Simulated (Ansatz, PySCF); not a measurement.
Stepwise substitution at one centre (B F-H). All species are isolated molecules in the gas phase. Strings in code marks are SMILES.

Quantity: vertical ionisation energy (energy after one electron is removed minus that of the parent at the parent's geometry), in eV.

Level 1: frozen-core CCSD(T)/cc-pVTZ // B3LYP-D3(BJ)/def2-TZVP (Ansatz, a program for electronic structure)
Level 2: PBE-D3(BJ)/def2-TZVP // B3LYP-D3(BJ)/def2-TZVP (PySCF)
Level 3: SVWN5/6-31G* // B3LYP-D3(BJ)/def2-TZVP (PySCF)
Level 4: HF/6-31G* // B3LYP-D3(BJ)/def2-TZVP (PySCF)

```json
[
 {"species": "`FBF`", "level 2": "13.52", "level 3": "13.40", "level 4": "14.10"},
 {"species": "`BF`", "level 2": "12.10", "level 3": "12.00", "level 4": "12.33"}
]
```

Question: What does level 1 give for each?

Answer: 
- `FBF`: 14.40
- `BF`: 12.74
